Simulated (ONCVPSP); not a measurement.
**What one change does to a pseudopotential (mercury, ONCV)**

ONCVPSP 4.0.1 input, shortened (lines: element, Z, core and valence counts, functional; n l f; lmax; l rc ep ncon nbas qcut; lloc lpopt rc5 dvloc0; l nproj debl; icmod fcfact rcfact), BLYP, scalar-relativistic:

```
  Hg 80.00    9    4  -106131      upf
    1    0    2.00
    2    0    2.00
    2    1    6.00
    3    0    2.00
    3    1    6.00
    3    2   10.00
    4    0    2.00
    4    1    6.00
    4    2   10.00
    4    3   14.00
    5    0    2.00
    5    1    6.00
    5    2   10.00
    3
    0    1.55    0.00    5    9    9.60
    1    1.35    0.00    4    7   12.10
    2    1.50    0.00    4    7    5.70
    3    0.85    0.00    3    8   18.30
    4    2    0.65    0.00
    0    2    1.60
    1    3    0.60
    2    2    0.80
    3    2    1.40
    3    1.50    1.30
```

In the s channel the program set the typed energies aside and used -5.049, 0.050 Ha. In the p channel the program set the typed energies aside and used -3.149, 0.250, 0.850 Ha. In the d channel the program set the typed energies aside and used -1.053, 0.250 Ha. In the f channel the program set the typed energies aside and used -4.225, 0.250 Ha.

All-electron outer shells of the reference configuration (BLYP, scalar-relativistic, ld1.x):

| shell | level (eV) | outermost node (bohr) | outermost maximum (bohr) |
| --- | --- | --- | --- |
| 5s | -137.39 | 0.47 | 0.82 |
| 4f | -114.98 | – | 0.37 |
| 5p | -85.68 | 0.51 | 0.93 |
| 5d | -28.67 | 0.55 | 1.15 |

Change: d: rc 0.98.

Cutoffs: the cutoffs (Ha) at which the residual kinetic energy of the hardest occupied pseudo-wave falls to 1 and 0.1 mHa per electron; they do not see the model core or the augmentation charge, which bear on the density cutoff. Errors are all-electron minus pseudo energies relative to the spin-unpolarised reference configuration.

Problem. Predict the effect on cutoff, ghosts and configuration errors.

Solution. The potential gets neither clearly harder nor softer (158 Ha and 338 Ha → 158 Ha and 338 Ha); the bound ghosts move from s to d, s; of the 4 tests that both files solve, the error grows in 0 and shrinks in 1 by more than 15 % and 0.3 meV (median size 7.8 → 6.7 meV).

```csv
quantity,base,changed
"cutoff, loose",158 Ha,158 Ha
"cutoff, tight",338 Ha,338 Ha
loose cutoff by channel,"s 34 Ha, p 45 Ha, d 39 Ha, f 158 Ha","s 34 Ha, p 45 Ha, d 156 Ha, f 158 Ha"
bound ghosts,s,"d, s"
GHOST(+) flags under 300 eV,none,none
"error for 4f14 5s2 5p6 5d10 6s2, meV [ΔE -29.77 eV]",+7.3,+7.7
"error for 4f14 5s2 5p6 5d10 6s1, meV [ΔE -19.07 eV]",+5.6,+5.7
"error for 4f14 5s2 5p6 5d9, meV [ΔE 35.40 eV]",-8.4,-5.3
"error for 4f14 5s1 5p6 5d10 6s2, meV [ΔE 95.70 eV]",-161,-151
s: phases at 1.57 bohr within 0.05 rad from the reference energy up to (Ha; the scan ends near 5),to the end of the scan,to the end of the scan
p: phases at 1.37 bohr within 0.05 rad from the reference energy up to (Ha; the scan ends near 5),to the end of the scan,to the end of the scan
f: phases at 0.86 bohr within 0.05 rad from the reference energy up to (Ha; the scan ends near 5),to the end of the scan,to the end of the scan
"rms error of d²Exc/dni dnj with the model core, mHa",4.87,4.84
```

 A true bound ghost makes a file unfit for plane-wave use even where its test errors are small: the radial tests pick states by their node count and pass the ghost by.
